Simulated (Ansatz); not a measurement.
Consider the formal hydrolysis of the Si–Si bond: `C=C[Si](N)(O)[SiH3]` + H₂O → `C=C[Si](N)(O)O` + SiH₄.

Isolated molecules relaxed with PBE0-D4/def2-TZVP in Ansatz; ΔE leaves out vibrations. CCSD(T)/CBS is the MP2 limit (def2-TZVPP, def2-QZVPP) plus CCSD(T) − MP2 in def2-TZVPP, frozen cores. This one scheme is used for every species. DFT in def2-TZVPP. One conformer a species, not always the lowest.

CCSD(T)/CBS gives -1.26 eV.

Problem. Another level gave -1.35 eV. Which?
A. PBE-D4/def2-TZVPP
B. ωB97M-V/def2-TZVPP
C. PBE0-D4/def2-TZVPP
D. ωB97X-V/def2-TZVPP

Solution. B. ωB97M-V -1.35, PBE0-D4 -1.13, ωB97X-V -1.29, PBE-D4 -1.05 eV.

Largest T1 diagnostic among the species: 0.012.

The D4 term adds +0.06 eV with B3LYP and +0.04 eV with PBE0; it sums over pairs of atoms, weighted by their polarisabilities, and B3LYP, whose exchange is more repulsive, gets the larger term. From PBE to PBE0 (25 % exact exchange), in def2-TZVPP and without D4, ΔE moves by −0.08 eV. In def2-TZVPP, CCSD(T) changes the Hartree–Fock value by +0.26 eV (the triples alone add +0.04 eV) and MP2 by +0.23 eV.

B3LYP here is the variant with VWN-RPA as its local correlation; programs differ in this.
